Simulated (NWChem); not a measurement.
## H₃Ga

SMILES: [GaH3]
```xyz
4

Ga     0.0000     0.0000     0.0000
H      0.0000     0.0000     1.5807
H      1.3689     0.0000    -0.7903
H     -1.3689     0.0000    -0.7903
```
Charge 0, spin multiplicity 1.

Program: NWChem. Structure: optimised with PBE/def2-SVP, a minimum by its harmonic frequencies.

Symmetry labels belong to the abelian group C2v used in the runs, with the axes of the coordinates shown; states degenerate in a higher group split over its labels.

The Hamiltonian is non-relativistic. The structure started from a generated list of species.

Task: List the lowest 6 singlet excitations that TD-PBE/def2-SVPD gives, with oscillator strengths.

Result: 
```
state  symmetry  energy (eV)  wavelength (nm)      f
-----  --------  -----------  ---------------  -----
1            a2         4.81              258  0.000
2            b2         4.81              258  0.000
3            b1         7.31              170  0.164
4            a1         7.31              170  0.164
5            b1         8.13              153  0.008
6            a1         8.13              153  0.008
```
